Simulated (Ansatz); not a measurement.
C3H3N, SMILES `[C-]#[N+][C]C` (near-degenerate triplet) (charge 0, multiplicity 3). This triplet lies within 0.05 eV of the relaxed singlet at the level B3LYP/cc-pVTZ // B3LYP-D3(BJ)/def2-TZVP (Ansatz, a quantum-chemistry and plane-wave program).

Level of theory: Ansatz with frozen-core fic-MRCISD+Q@CASSCF(2e,2o)/cc-pVTZ // B3LYP-D3(BJ)/def2-TZVP.

Ansatz 0.2 input:
```yaml
crystal:
  periodic: [false, false, false]
  atoms:
    - { symbol: C, position_ang: [2.770924, -0.144197, -0.269903] }
    - { symbol: N, position_ang: [1.587097, -0.194285, -0.057083] }
    - { symbol: C, position_ang: [0.358617, -0.303691, 0.270566] }
    - { symbol: C, position_ang: [-0.925102, 0.089805, -0.321923] }
    - { symbol: H, position_ang: [-0.968129, 1.17484, -0.470953] }
    - { symbol: H, position_ang: [-1.750591, -0.196731, 0.328825] }
    - { symbol: H, position_ang: [-1.071529, -0.396617, -1.293194] }
basis:
  gaussian: { orbitals: cc-pVTZ }
correlation:
  method: fic_mrcisd_q
  active_space: { window: { electrons: 2, orbitals: 2 } }
magnetization:
  spin_polarized: false
  initial_magnetization: 2
```

Output:

```
Functional definition: HF
936 factors; integrals over basis functions are off by at most 1.0e-3 eV
mean field evaluation 1: about -4615.6385 eV, gradient 2.4e1 eV
mean field evaluation 2: about -4615.6428 eV, gradient 2.4e1 eV
mean field evaluation 4: about -4617.9836 eV, gradient 5.9e0 eV
mean field evaluation 8: about -4618.2417 eV, gradient 6.8e-1 eV
mean field evaluation 16: about -4618.2490 eV, gradient 1.6e-6 eV
mean field evaluation 32: about -4618.2306 eV, gradient 9.5e-1 eV
mean field -4618.24896725 eV, -169.7175191849 hartree, gradient 1.6e-6 eV, S^2 2.000000; 2 other end points of the search recorded, 0 dependent functions left out
reference -4618.24896725 eV, -169.7175191849 hartree; 15, 13 occupied and 147, 149 virtual orbitals, 936 factors
state -4618.24896725 eV, -169.7175191849 hartree
contracted CI cycle   1: correlation 0.00000000 eV, 0.0000000000 hartree, residual 4.35e1 eV
contracted CI cycle   2: correlation -14.65274462 eV, -0.5384784328 hartree, residual 6.60e0 eV
contracted CI cycle   3: correlation -15.09801953 eV, -0.5548419841 hartree, residual 1.35e0 eV
contracted CI cycle   4: correlation -15.11663842 eV, -0.5555262156 hartree, residual 3.36e-1 eV
contracted CI cycle   5: correlation -15.11801609 eV, -0.5555768439 hartree, residual 9.81e-2 eV
contracted CI cycle   6: correlation -15.11811894 eV, -0.5555806235 hartree, residual 2.61e-2 eV
contracted CI cycle   7: correlation -15.11812678 eV, -0.5555809119 hartree, residual 7.20e-3 eV
contracted CI cycle   8: correlation -15.11812736 eV, -0.5555809331 hartree, residual 2.06e-3 eV
contracted CI cycle   9: correlation -15.11812741 eV, -0.5555809349 hartree, residual 6.26e-4 eV
contracted CI cycle  10: correlation -15.11812742 eV, -0.5555809351 hartree, residual 1.69e-4 eV
state -4618.24896725 eV, -169.7175191849 hartree; corrected -4635.81510676 eV, -170.3630629052 hartree
Total energy: -4635.81510676 eV, -170.3630629052 hartree
```
